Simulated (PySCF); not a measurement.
CH7BN2O, SMILES CNB(N)O.

Coordinates come from a PBE0-D3(BJ)/def2-SVP optimisation. This is a generated structure with no PubChem entry under its InChIKey; it may be hypothetical. Other conformers were not sampled.

Two levels are set side by side: PBE/def2-TZVP (PySCF) and PBE0/def2-TZVP (PySCF). Same geometry, gas phase. Differences are taken from unrounded values.

```
quantity                       PBE
---------------------------  -----
orbital gap (eV)              5.11
highest occupied level (eV)  -5.14
lowest empty level (eV)      -0.03
dipole moment (D)             1.59
mean polarisability (bohr³)   48.3
```

**Question.** These are the PBE values. What does PBE0 give? (An estimate is asked for; the answer gives what the named calculation found.)

**Answer.** 
```
quantity                      PBE0  PBE minus PBE0
---------------------------  -----  --------------
orbital gap (eV)              7.33           -2.22
highest occupied level (eV)  -6.54            1.40
lowest empty level (eV)       0.79           -0.82
dipole moment (D)             1.66           -0.07
mean polarisability (bohr³)   46.0             2.2
```

PBE's occupied levels lie high since its potential decays too fast outside the molecule; exact exchange lowers them and widens the gap. Loosely held outer electrons make PBE densities more polarisable. Differences between two approximate levels are no errors against the true value.

Rough cost on one machine, each run with all the roots and properties that it gave: PBE0 against PBE within a factor of 2.
